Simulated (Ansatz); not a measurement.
Geometry optimisation, Ansatz, RKS PBE-D4/def2-SVP.

input.yaml

```yaml
crystal:
  periodic: [false, false, false]
  atoms:
    - { symbol: Si, position_ang: [-0.0863, 0.0675, -1.4788] }
    - { symbol: F, position_ang: [-0.1067, -1.6159, -0.3951] }
    - { symbol: H, position_ang: [1.2383, -0.4064, -1.8151] }
    - { symbol: H, position_ang: [-1.4828, -0.2717, -1.6491] }
    - { symbol: Cl, position_ang: [-0.0665, 1.8592, -2.5363] }
    - { symbol: H, position_ang: [0.2519, 0.0538, 1.3536] }
    - { symbol: "N", position_ang: [0.0861, 0.9977, 0.4176] }
    - { symbol: H, position_ang: [0.1752, -1.5493, 0.7726] }
    - { symbol: O, position_ang: [0.3365, -1.0774, 1.9416] }
    - { symbol: H, position_ang: [0.8895, 1.6084, 0.401] }
    - { symbol: H, position_ang: [-0.7349, 1.5563, 0.6005] }
    - { symbol: H, position_ang: [-0.5003, -1.2221, 2.3875] }
basis:
  gaussian: { orbitals: def2-SVP }
hamiltonian:
  xc: pbe
  dispersion: d4
relax:
  f_tol: 0.15
  max_steps: 25
  restrain:
    - { distance: [0, 6], at: 1.82, k: 30.0 }
    - { distance: [5, 8], at: 0.97, k: 30.0 }
    - { distance: [7, 1], at: 0.88, k: 30.0 }
    - { distance: [0, 1], at: 2.98, k: 30.0 }
    - { distance: [5, 6], at: 2.32, k: 30.0 }
    - { distance: [7, 8], at: 2.27, k: 30.0 }
```

Run as:

```bash
$ ansatz run input.yaml --threads 2 --pin off --max-ram 3072MiB --backend cpu --events-out ev --progress --plain --runs-dir out
```

**Question.** Where does it end, and by what steps?

**Answer.** The forces met the threshold. The restraints hold the end off the free minimum. After 8 steps the energy has fallen by 0.177 eV (the restraints' own energy left out); H8 moved furthest, 0.66 Å. Joined: F2–H8 (1.20 → 0.92 Å), H6–O9 (1.28 → 0.98 Å).

| step | energy less start (eV) | largest force component (eV/Å) | accepted |
| --- | --- | --- | --- |
| 0 | 0.0000 | 3.327 | yes |
| 1 | 0.0604 | 3.464 | yes |
| 2 | 0.6862 | 6.921 | yes |
| 3 | 0.2240 | 2.596 | yes |
| 4 | -0.0340 | 1.037 | yes |
| 5 | -0.0669 | 1.197 | yes |
| 6 | -0.1336 | 1.373 | yes |
| 7 | -0.1629 | 1.357 | yes |
| 8 | -0.1772 | 1.536 | yes |

```xyz
12
Properties=species:S:1:pos:R:3
Si -0.094 0.534 -1.515
F -0.120 -2.220 -0.376
H 1.120 -0.293 -1.751
H -1.412 -0.155 -1.623
Cl -0.080 2.046 -2.977
H 0.349 -0.275 1.872
N 0.025 1.218 0.139
H 0.270 -2.119 0.450
O 0.395 -1.070 2.439
H 0.875 1.773 0.299
H -0.782 1.790 0.411
H -0.548 -1.227 2.632
```

Run time: 18 s on 2 threads of Intel(R) Xeon(R) Platinum 8488C (Sapphire Rapids) (shared host), peak memory 0.2 GiB.
